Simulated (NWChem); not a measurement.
System: C$_{5}$H$_{6}$; SMILES C=CC#CC

Excerpt of the output:

```
             Northwest Computational Chemistry Package (NWChem) 7.3.0
             --------------------------------------------------------

 C1  symmetry detected

                             Geometry "geometry" -> ""
                             -------------------------

 Output coordinates in angstroms (scale by  1.889725989 to convert to a.u.)

  No.       Tag          Charge          X              Y              Z
 ---- ---------------- ---------- -------------- -------------- --------------
    1 C                    6.0000     0.46518113     2.41863622     0.00021827
    2 C                    6.0000    -0.48229348     1.46890119     0.00025027
    3 C                    6.0000    -0.23488400     0.06691099    -0.00158328
    4 C                    6.0000    -0.05712814    -1.13605667    -0.00150923
    5 C                    6.0000     0.16520860    -2.57130622     0.00061386
    6 H                    1.0000     1.52826346     2.16468559    -0.00301809
    7 H                    1.0000     0.19457360     3.47702813     0.00370861
    8 H                    1.0000    -1.53751762     1.77000583     0.00245553
    9 H                    1.0000     0.20164226    -2.96558088     1.02896314
   10 H                    1.0000     1.11780343    -2.82811425    -0.48902024
   11 H                    1.0000    -0.64126978    -3.10053753    -0.53102831

 Effective nuclear repulsion energy (a.u.)     135.7092889754

  pbe96 is a nonlocal functional; adding pw91lda local functional.

                                 NWChem DFT Module
                                 -----------------

 Summary of "ao basis" -> "ao basis" (spherical)
 ------------------------------------------------------------------------------
       Tag                 Description            Shells   Functions and Types
 ---------------- ------------------------------  ------  ---------------------
 C                          def2-svp                 6       14   3s2p1d
 H                          def2-svp                 3        5   2s1p

            General Information
            -------------------
          SCF calculation type: DFT
          Wavefunction type:  closed shell.
          No. of atoms     :    11
          No. of electrons :    36
           Alpha electrons :    18
            Beta electrons :    18
          Charge           :     0
          Spin multiplicity:     1
          Use of symmetry is: off; symmetry adaption is: off
          Maximum number of iterations: 150
          AO basis - number of functions:   100
                     number of shells:    48
          Convergence on energy requested:  1.00D-06
          Convergence on density requested:  1.00D-05
          Convergence on gradient requested:  5.00D-04

              XC Information
              --------------
          PerdewBurkeErnzerhof Exchange Functional  1.000
            Perdew 1991 LDA Correlation Functional  1.000 local
           PerdewBurkeErnz. Correlation Functional  1.000 non-local

             Grid Information
             ----------------
          Grid used for XC integration:  xfine
          Radial quadrature: Mura-Knowles
          Angular quadrature: Lebedev.
          Tag              B.-S. Rad. Rad. Pts. Rad. Cut. Ang. Pts.
          ---              ---------- --------- --------- ---------
          C                   0.70      100          14.0      1454
          H                   0.35      100          15.0      1202
          Grid pruning is: on
          Number of quadrature shells:  1100
          Spatial weights used:  Erf1

      Superposition of Atomic Density Guess
      -------------------------------------

 Sum of atomic energies:        -191.11972670

      Non-variational initial energy
      ------------------------------

 Total energy =    -194.237355
 1-e energy   =    -522.895265
 2-e energy   =     192.948621
 HOMO         =      -0.278886
 LUMO         =      -0.034560

     ---------------------------------------------
      Total Density - Mulliken Population Analysis
     ---------------------------------------------

    Atom       Charge   Shell Charges
 -----------   ------   -------------------------------------------------------
    1 C    6     6.17   1.99  0.97  0.27  1.96  0.95  0.03
    2 C    6     6.10   1.99  0.96  0.26  1.92  0.94  0.04
    3 C    6     6.17   1.99  0.98  0.38  1.99  0.78  0.04
    4 C    6     6.14   1.99  0.98  0.36  1.91  0.86  0.04
    5 C    6     6.12   1.99  0.94  0.12  2.02  1.02  0.02
    6 H    1     0.90   0.67  0.21  0.03
    7 H    1     0.89   0.67  0.20  0.03
    8 H    1     0.89   0.67  0.20  0.02
    9 H    1     0.87   0.66  0.19  0.02
   10 H    1     0.88   0.66  0.19  0.02
   11 H    1     0.88   0.66  0.19  0.02

   convergence    iter        energy       DeltaE   RMS-Dens  Diis-err
 ---------------- ----- ----------------- --------- --------- ---------
 d= 0,ls=0.0,diis     1   -193.6088785957 -3.29D+02  9.94D-03  3.93D-01
 d= 0,ls=0.0,diis     2   -193.6371929905 -2.83D-02  5.28D-03  1.13D-01
 d= 0,ls=0.0,diis     3   -193.6240780509  1.31D-02  3.64D-03  2.15D-01
 d= 0,ls=0.0,diis     4   -193.6483320396 -2.43D-02  1.25D-03  3.08D-02
 d= 0,ls=0.0,diis     5   -193.6525742444 -4.24D-03  2.19D-04  4.51D-04
  Resetting Diis
 d= 0,ls=0.0,diis     6   -193.6526162690 -4.20D-05  9.12D-05  1.39D-04
 d= 0,ls=0.0,diis     7   -193.6526354460 -1.92D-05  6.51D-05  6.01D-06
 d= 0,ls=0.0,diis     8   -193.6526302093  5.24D-06  4.72D-05  3.98D-05
 d= 0,ls=0.0,diis     9   -193.6526363095 -6.10D-06  5.38D-06  3.66D-07
 d= 0,ls=0.0,diis    10   -193.6526363506 -4.12D-08  2.16D-06  6.88D-08

         Total DFT energy =     -193.652636350634
      One electron energy =     -527.739616677521
           Coulomb energy =      227.327275936585
    Exchange-Corr. energy =      -28.949584585146
 Nuclear repulsion energy =      135.709288975448

 Numeric. integr. density =       35.999999995734

                       DFT Final Molecular Orbital Analysis
                       ------------------------------------

 Vector   16  Occ=2.000000D+00  E=-2.887403D-01
              MO Center= -1.7D-01,  8.1D-01,  1.4D-02, r^2= 2.8D+00
   Bfn.  Coefficient  Atom+Function         Bfn.  Coefficient  Atom+Function
  ----- ------------  ---------------      ----- ------------  ---------------
    20      0.369864   2 C  pz               34      0.320200   3 C  pz
     6      0.247904   1 C  pz               23      0.212045   2 C  pz
    48      0.178283   4 C  pz               37      0.166874   3 C  pz
     9      0.140920   1 C  pz               86     -0.097475   9 H  s
    62     -0.095590   5 C  pz               51      0.083187   4 C  pz

 Vector   17  Occ=2.000000D+00  E=-2.252284D-01
              MO Center= -1.5D-01, -5.7D-01, -3.2D-02, r^2= 2.3D+00
   Bfn.  Coefficient  Atom+Function         Bfn.  Coefficient  Atom+Function
  ----- ------------  ---------------      ----- ------------  ---------------
    32      0.407964   3 C  px               46      0.400512   4 C  px
    49      0.244727   4 C  px               35      0.224880   3 C  px
    91     -0.133787  10 H  s                81      0.131270   8 H  s
    96      0.129802  11 H  s                60     -0.114144   5 C  px
     3     -0.107729   1 C  s                18     -0.095424   2 C  px

 Vector   18  Occ=2.000000D+00  E=-2.047837D-01
              MO Center=  3.5D-02,  4.3D-01,  2.0D-02, r^2= 4.0D+00
   Bfn.  Coefficient  Atom+Function         Bfn.  Coefficient  Atom+Function
  ----- ------------  ---------------      ----- ------------  ---------------
    48     -0.357376   4 C  pz                6      0.339163   1 C  pz
    34     -0.289024   3 C  pz                9      0.248543   1 C  pz
    51     -0.229137   4 C  pz               20      0.213401   2 C  pz
    37     -0.174180   3 C  pz               23      0.142209   2 C  pz
    86      0.127078   9 H  s                87      0.095349   9 H  s

 Vector   19  Occ=0.000000D+00  E=-5.431358D-02
              MO Center=  5.6D-02,  1.1D+00,  1.7D-02, r^2= 4.1D+00
   Bfn.  Coefficient  Atom+Function         Bfn.  Coefficient  Atom+Function
  ----- ------------  ---------------      ----- ------------  ---------------
     9      0.506957   1 C  pz                6      0.411680   1 C  pz
    23     -0.406397   2 C  pz               20     -0.341120   2 C  pz
    51      0.323460   4 C  pz               48      0.316636   4 C  pz
    87     -0.193343   9 H  s                37     -0.155789   3 C  pz
    34     -0.149919   3 C  pz               86     -0.113887   9 H  s

[...]

                         DFT ENERGY GRADIENTS

    atom               coordinates                        gradient
                 x          y          z           x          y          z
   1 C       0.879065   4.570560   0.000412   -0.005761  -0.006748   0.000001
   2 C      -0.911403   2.775821   0.000473    0.003949   0.010918   0.000009
   3 C      -0.443866   0.126443  -0.002992    0.003958  -0.023514  -0.000008
   4 C      -0.107957  -2.146836  -0.002852   -0.003143   0.021999  -0.000015
   5 C       0.312199  -4.859064   0.001160    0.000632  -0.004426   0.000200
   6 H       2.887999   4.090663  -0.005703   -0.005247   0.001073  -0.000037
   7 H       0.367691   6.570630   0.007008    0.001121  -0.005360   0.000044
   8 H      -2.905487   3.344826   0.004640    0.005636  -0.001644  -0.000039
   9 H       0.381049  -5.604135   1.944458   -0.000270   0.002562  -0.005084
  10 H       2.112342  -5.344361  -0.924114   -0.004775   0.001892   0.002366
  11 H      -1.211824  -5.859166  -1.003498    0.003900   0.003249   0.002564
```

Level: PBE/def2-SVP. All runs use the structure optimised with PBE0/def2-SVP.

Q: Write an input that gives this output.

A: Several could match; the one computed here: the input that was run:
```
start job
memory heap 200 mb stack 900 mb global 1100 mb
geometry units angstroms noautoz
  C     -2.304710     0.445865     0.753428
  C     -1.464389    -0.448049     0.210765
  C     -0.085991    -0.215748    -0.059136
  C      1.094216    -0.049518    -0.300398
  C      2.503648     0.157796    -0.583067
  H     -1.970119     1.448536     1.031538
  H     -3.351846     0.190787     0.931965
  H     -1.844236    -1.442920    -0.054027
  H      3.129050    -0.152234     0.269597
  H      2.718000     1.219025    -0.785490
  H      2.824197    -0.424972    -1.461000
end
basis spherical
  * library def2-svp
end
dft
  xc xpbe96 cpbe96
  grid xfine
  iterations 150
  mulliken
end
task dft gradient
```
